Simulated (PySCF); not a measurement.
C$_{6}$H$_{15}$Al, triplet, at a GFN2-xTB geometry (such geometries of metal compounds can be far from the true shape) (a higher spin typed on purpose: for a closed-shell molecule this is an excited state). Base run: PySCF with CCSD(T)/STO-3G.

The PySCF input:
```python
from pyscf import gto, scf, cc

mol = gto.M(
    atom='''
Al   -0.047642    0.836812    0.372784
C     1.518630    0.099237   -0.840983
C     1.569681    0.799493   -2.186872
H     1.406869   -0.981159   -0.975676
H     2.446587    0.275276   -0.286759
H     1.675241    1.876831   -2.062676
H     0.662387    0.612223   -2.758869
H     2.417334    0.444986   -2.778890
C    -1.697761   -0.338480   -0.227256
C    -2.421788    0.266312   -1.417107
H    -2.369135   -0.390996    0.636550
H    -1.368471   -1.356633   -0.457918
H    -1.774405    0.300256   -2.291869
H    -2.749315    1.282453   -1.199200
H    -3.304920   -0.322711   -1.677348
C     0.445131   -0.217330    2.152189
C     0.661565   -1.715192    2.088540
H    -0.374466    0.024503    2.836058
H     1.344437    0.286612    2.519729
H     1.490146   -1.961650    1.428360
H    -0.231126   -2.223077    1.730154
H     0.895448   -2.109704    3.081100
''',
    basis='sto-3g',
    charge=0,
    spin=2,
    verbose=5,
)

mf = scf.UHF(mol)
mf.kernel()

mycc = cc.CCSD(mf)
mycc.kernel()
et = mycc.ccsd_t()
print('E(CCSD(T)) = %.10f' % (mycc.e_tot + et))
```

The base run was repeated with changes; each row names its change, and settings that it needs were set with it.

| change | ΔE vs base (kcal/mol) | MP2 correlation (Eh) | CC correlation without the perturbative part (Eh) | basis functions | core-seconds (rough) |
|---|---|---|---|---|---|
| base | 0.000 | -0.33898 | -0.45280 | 54 | 60 |
| cc.diis_space = 3 | 0.000 | -0.33898 | -0.45280 | 54 | 80 |
| density fitting = JK and correlation | -0.594 | -0.33887 | -0.45271 | 54 | 60 |
| frozen = 11 | 6.15 | -0.32888 | -0.44337 | 54 | 30 |
| method = cisd | ___ | - | - | 54 | 7 |
| cc.iterative_damping = 0.8 | 0.000 | -0.33898 | -0.45280 | 54 | 60 |
| cc.direct = True | 0.000 | -0.33898 | -0.45280 | 54 | 100 |
| frozen = 12 | ___ | ___ | ___ | 54 | 20 |
| cc.conv_tol = 1e-5 | 0.000 | -0.33898 | -0.45280 | 54 | 50 |
| frozen = 10 | 5.66 | -0.32963 | -0.44413 | 54 | 30 |

Question: Complete the blanks.

Answer: 
- method = cisd, ΔE vs base (kcal/mol): 50.66
- frozen = 12, ΔE vs base (kcal/mol): 24.29
- frozen = 12, MP2 correlation (Eh): -0.30856
- frozen = 12, CC correlation without the perturbative part (Eh): -0.41466

Open shells are given as the SCF converged; they aren't shown to be the lowest states, and a large step between rows can be another state.
